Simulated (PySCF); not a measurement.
Isomers of C6H9FO, from PBE0-D3(BJ)/def2-SVP geometry optimisation, gas phase (PySCF). One conformer each, no zero-point energy, no frequencies.

Task: Which is lower in electronic energy at this level?
A. `[CH3:1][O:2]/[CH:3]=[CH:4]/[CH2:5]/[CH:6]=[CH:7]\[F:8]` with C1–O2–C3–C4 -1°, C3–C4–C5–C6 -115°, C4–C5–C6–C7 -120°: A = 6120, B = 692.3, C = 669.2 MHz, dipole 1.29 D
B. `[O:1]=[C:2]1[CH2:3][CH2:4][CH2:5][CH2:6][C@H:7]1[F:8]` with O1–C2–C3–C4 -121°, C2–C3–C4–C5 -53°, C3–C4–C5–C6 54°, C4–C5–C6–C7 -56°: A = 2573, B = 2189, C = 1587 MHz, dipole 2.72 D

Result: B. That is `O=C1CCCC[C@H]1F`, 48.1 kcal/mol below the other.

| SMILES | mapped SMILES | E (Eh) | relative (kcal/mol) | relative (kJ/mol) | dipole (D) |
| --- | --- | --- | --- | --- | --- |
| O=C1CCCC[C@H]1F | [O:1]=[C:2]1[CH2:3][CH2:4][CH2:5][CH2:6][C@H:7]1[F:8] | -408.38519 | 0.0 | 0.0 | 2.72 |
| CO/C=C/C/C=C\F | [CH3:1][O:2]/[CH:3]=[CH:4]/[CH2:5]/[CH:6]=[CH:7]\[F:8] | -408.30846 | 48.1 | 201.5 | 1.29 |

As drawn, the lower has a C=O bond, which the higher lacks; the higher has a C=C bond outside aromatic rings, which the lower lacks.
